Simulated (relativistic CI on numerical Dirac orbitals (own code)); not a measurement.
## Tc4+: M2,3 absorption edge

Computed with this model: Dirac-Coulomb-Breit CI, orbitals from a KLI potential per configuration, model QED, multiplet model of core-to-valence dipole absorption, unscaled Slater integrals; configurations [Kr] 4d3 → [Ne] 3s2 3p5 3d10 4s2 4p6 4d4; 300 K; Lorentzian 2 eV and Gaussian 0.4 eV FWHM. Energies are those of the free ion, without screening or charge transfer. The branching ratio is the share of the lower-energy edge in the whole absorption, uncertain by about 0.02 where the edges overlap. S is read from ⟨S²⟩ = S(S + 1).

Field parameters in Wybourne normalisation: Oh B⁴₀ = 21Dq, B⁴₄ = √(5/14) B⁴₀. The field is a parameter set, without covalency.

Computed curve for free ion, scaled to 100 at the maximum (points under 2 are left out and the grid is thinned):

```tsv
Energy (eV)	Intensity
426.00	2.0
426.50	2.3
427.00	2.5
427.50	2.9
428.00	3.3
428.75	4.2
429.25	5.0
429.75	6.1
430.25	7.5
430.75	9.6
431.25	12.6
431.75	17.4
432.25	25.4
432.75	37.8
433.25	53.6
434.00	72.1
434.50	79.1
435.00	91.2
435.50	100.0
436.00	94.7
436.50	76.0
437.00	52.8
437.50	36.0
438.00	25.9
438.50	19.6
439.25	13.9
439.75	11.4
440.25	9.5
440.75	8.0
441.25	6.5
441.75	5.2
442.25	4.3
442.75	3.6
443.25	3.1
443.75	2.8
444.50	2.4
445.00	2.1
450.00	2.0
450.50	2.3
451.00	2.8
451.50	3.5
452.00	4.8
452.50	6.9
453.00	9.8
453.50	11.4
454.25	10.1
454.75	10.3
455.25	12.9
455.75	17.4
456.25	20.4
456.75	19.0
457.25	14.7
457.75	10.5
458.25	7.4
458.75	5.7
459.50	4.9
460.00	4.9
460.50	4.3
461.00	3.2
461.50	2.3
```

The ground state has S = 1.49, and the centroid lies at 438.89 eV.
